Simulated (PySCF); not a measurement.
**Correlation energy of C+ (carbon, charge +1)**

[He] 2s2 2p1, 2P determinant. Computed with PySCF 2.14 in aug-cc-pVQZ-DK (6s5p4d3f2g, 80 functions), with scalar relativity by spin-free X2C-1e. Frozen: 1s2; 3 electrons correlated.

```json
{"level": "CCSD", "correlation energy (mhartree)": "-77.23"}
{"level": "(T)", "correlation energy (mhartree)": "-1.27"}
{"level": "CCSD(T)", "correlation energy (mhartree)": "-78.50"}
```

Diagnostics: T1 = 0.0100, D1 = 0.0184, largest double amplitude 0.130.

Problem. Is a single reference adequate?

Solution. Mostly. T1 lies below 0.03, but a double amplitude of this size points to a near-degeneracy that CCSD handles and MP2 describes poorly.
